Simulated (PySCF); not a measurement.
**How methods differ on the ionisation energy of Pt**

Pt [Xe] 4f14 5d9 6s1 (3D) → Pt⁺ [Xe] 4f14 5d9 (2D), as a difference of total energies. Calculation: PySCF 2.14, in def2-SVP with the def2 core potential (60 electrons) (6s3p2d1f, 32 functions); a scalar-relativistic core potential. Correlated levels: valence: 5s2 5p6 frozen. The calculations carry no spin-orbit coupling.

```tsv
method	ionisation energy (eV)
UHF	7.579
M06-2X	8.851
BP86	9.531
MP2 (valence)	8.670
SCS-MP2 (valence)	8.505
```

Task: How much does correlation contribute at MP2 (valence)?

Result: 8.670 − (7.579) = 1.091 eV, measured against UHF.

The reference lies between the lowest fine-structure levels, while these numbers refer to the centres of the terms.

Errors of the correlated levels include the incompleteness of this basis and the frozen core.

For comparison: 8.959 eV (measured; NIST Atomic Spectra Database, ionization energies).
